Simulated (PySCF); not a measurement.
Gas-phase reaction: Ge2H6 + 4 O → Ge(OH)4 + GeH2

Energies from PySCF, thermal terms from the rigid-rotor harmonic-oscillator model, ideal gas at 1 bar. † marks an energy on the PBE0/def2-TZVP geometry and frequencies; other levels use their own. MP2 and CCSD(T) freeze the core. 6-31G* has spherical d functions here. Open shells (unrestricted): O (multiplicity 3, electronic degeneracy 9); the rest are closed-shell singlets. Spin-orbit splitting is ignored; it lowers the true energy and changes the entropy of O. B3LYP is the form with VWN-RPA correlation. Ge: all electrons, no relativistic terms. Ge(OH)4, GeH2: computed as isolated molecules; such fragments, hydroxides, amides, oligomers or adducts are transient or little studied in the gas. MP2 isn't extrapolated to the basis-set limit; its ΔH°(298 K) is -1805.4 kJ in def2-SVP and -1962.8 kJ in def2-TZVPP. CCSD(T) isn't extrapolated to the basis-set limit; its ΔH°(298 K) is -1673.4 kJ in def2-SVP and -1813.9 kJ in def2-TZVPP. The harmonic model lacks anharmonicity and excited electronic states, which grow with temperature; levels with a mode under 35 cm⁻¹ are left out. Internal rotation in Ge2H6, Ge(OH)4 is treated as a harmonic vibration of one conformer, which makes the entropy rough.

| level | ΔE electronic, kJ | ΔH°(298 K), kJ | ΔS°(298 K), J/K | ΔG°(2500 K), kJ |
|---|---|---|---|---|
| B3LYP/def2-TZVP† | -1874 | -1828 | -374 | -859 |
| BLYP/def2-TZVP† | -1933 | -1887 | -374 | -918 |
| CCSD(T)/def2-TZVPP† | -1859 | -1814 | -374 | -845 |
| HF/6-31G* | -934 | -885 | -378 | 95 |
| M06-2X/def2-TZVP† | -1998 | -1952 | -374 | -983 |
| MP2/def2-TZVPP† | -2008 | -1963 | -374 | -994 |
| PBE0/def2-QZVP† | -1888 | -1843 | -374 | -874 |
| PBE0/def2-SVP† | -1836 | -1790 | -374 | -821 |
| PBE0/def2-TZVP | -1866 | -1821 | -374 | -852 |
| r2SCAN/def2-TZVP† | -1900 | -1855 | -374 | -886 |
ΔH° is lowest at MP2/def2-TZVPP† and highest at HF/6-31G*. No reference value is set beside these.
